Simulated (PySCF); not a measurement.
A structure optimised at PBE0-D3(BJ)/def2-SVP, used in a PySCF frequency run:

```xyz
13

C     -0.2996     2.3466     0.0000
O     -0.7713     1.0212     0.0000
B      0.0498    -0.0492     0.0000
C      1.6133     0.0167     0.0000
C     -0.7294    -1.4581     0.0000
O     -0.1513    -2.5222     0.0000
H      0.3109     2.5549    -0.8935
H     -1.1660     3.0220     0.0000
H      0.3109     2.5549     0.8935
H      2.0437    -0.9944     0.0000
H      1.9912     0.5614     0.8826
H      1.9912     0.5614    -0.8826
H     -1.8563    -1.4369     0.0000
```
Charge 0, spin multiplicity 1.

### Question
Write its SMILES, formula and point group.

### Answer
COB(C)C=O, C3H7BO2, Cs

### Question
What are its rotational constants (standard atomic weights)?

### Answer
7.3340, 2.1154, 1.6765 GHz
